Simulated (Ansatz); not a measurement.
The cluster Zn₃F₄⁺. The state is a doublet with charge 1. Geometry r2SCAN-D4/def2-SVP.

```xyz
7

Zn    2.228   -0.602    0.104
Zn   -0.503    1.418    0.474
Zn   -1.104   -0.982   -0.553
F     0.642   -1.598   -0.513
F     1.308    1.062    0.626
F    -1.088    0.809   -1.253
F    -1.484   -0.106    1.115
```

Another isomer (doublet) lies 0.12 eV lower at LDA (SPW92)/def2-TZVP; other spin states weren't run for this one.

Problem. Estimate the α-spin orbital energies around the gap (eV) in Ansatz with LDA (SPW92)/def2-TZVP, PBE-D4/def2-TZVP, r2SCAN-D4/def2-TZVP, PBE0-D4/def2-TZVP, ωB97X-V/def2-TZVP.

Solution. 
| orbital | LDA (SPW92)/def2-TZVP | PBE-D4/def2-TZVP | r2SCAN-D4/def2-TZVP | PBE0-D4/def2-TZVP | ωB97X-V/def2-TZVP |
| --- | --- | --- | --- | --- | --- |
| HOMO−9 | -15.03 | -14.68 | -15.12 | -16.70 | -19.42 |
| HOMO−8 | -14.92 | -14.54 | -15.01 | -16.70 | -19.38 |
| HOMO−7 | -14.87 | -14.53 | -14.89 | -16.49 | -19.09 |
| HOMO−6 | -14.80 | -14.46 | -14.88 | -16.47 | -19.00 |
| HOMO−5 | -14.31 | -13.97 | -14.37 | -15.95 | -18.64 |
| HOMO−4 | -14.19 | -13.85 | -14.35 | -15.93 | -18.43 |
| HOMO−3 | -14.14 | -13.83 | -14.29 | -15.87 | -18.40 |
| HOMO−2 | -14.05 | -13.73 | -14.20 | -15.81 | -18.38 |
| HOMO−1 | -13.75 | -13.43 | -13.93 | -15.50 | -18.16 |
| HOMO | -10.26 | -9.94 | -9.93 | -10.25 | -11.91 |
| LUMO | -9.05 | -8.73 | -8.58 | -7.92 | -5.95 |
| LUMO+1 | -8.55 | -8.23 | -8.02 | -7.33 | -5.24 |
| LUMO+2 | -5.70 | -5.47 | -5.15 | -4.52 | -2.50 |
| LUMO+3 | -4.79 | -4.44 | -4.05 | -3.53 | -1.74 |
| LUMO+4 | -4.56 | -4.32 | -3.91 | -3.49 | -1.53 |
| LUMO+5 | -4.35 | -4.14 | -3.58 | -3.23 | -1.34 |
| β HOMO | -13.73 | -13.40 | -13.91 | -15.48 | -18.15 |
| β LUMO | -9.69 | -9.26 | -8.81 | -8.14 | -6.15 |
